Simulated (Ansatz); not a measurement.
Basis-set series for C3H10O3STi, SMILES `C[O][Ti]([OH])([O]C)[S]C`. Total charge 0; spin multiplicity 1. Geometry: relaxed with PBE0-D4/def2-TZVP. It is one conformer, not always the lowest.

Z-matrix (Å, degrees):
```
C
Ti 1 3.052
O 1 1.392 2 17.6
H 1 1.096 2 96.3 3 -145.7
H 1 1.095 2 107.8 3 102.5
H 1 1.095 2 125.7 3 -27.1
S 2 2.301 1 97.0 3 131.7
O 2 1.760 1 108.0 3 -122.5
O 2 1.811 1 122.0 3 13.8
C 7 1.820 2 98.7 1 -72.9
C 8 1.389 2 166.0 1 -6.3
H 9 0.958 2 128.9 1 -165.4
H 10 1.090 7 111.0 2 64.4
H 10 1.090 7 110.8 2 -57.4
H 10 1.090 7 107.8 2 -176.6
H 11 1.095 8 110.8 2 17.4
H 11 1.094 8 109.8 2 -102.7
H 11 1.094 8 110.1 2 137.8
```

```csv
functional,basis,functions,energy (Eh),HOMO (eV),LUMO (eV)
PBE0-D4,def2-TZVPP,432,-1593.30136,-6.48,-1.34
PBE0-D4,def2-QZVPP,805,-1593.34896,-6.51,-1.37
ωB97M-V,def2-TZVPP,432,-1593.79193,-8.64,0.80
ωB97M-V,def2-QZVPP,805,-1593.83720,-8.67,0.56
```

Question: Give the rows for def2-SVP. (Best estimate.)

Answer: Computed: 
```csv
functional,basis,functions,energy (Eh),HOMO (eV),LUMO (eV)
PBE0-D4,def2-SVP,183,-1592.64480,-6.32,-1.26
ωB97M-V,def2-SVP,183,-1593.12268,-8.44,0.91
```

Positive LUMOs are unbound and depend on the basis. Scalar relativity is left out up to krypton.
